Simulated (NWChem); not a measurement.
PbHF, singlet; SMILES [F][PbH]

Low-valent species are run as closed-shell singlets; no triplet was tried in these runs. def2 effective core potentials on Pb; no spin-orbit coupling.

Give the equilibrium geometry at PBE0-D3(BJ)/def2-TZVP with def2 effective core potentials on Pb (NWChem) as a list of bonds and angles, with the point group.

point group Cs; any orientation.
Bond lengths (Å): Pb1–H2 1.857, Pb1–F3 2.050. Angles (°): H2–Pb1–F3 93.2.
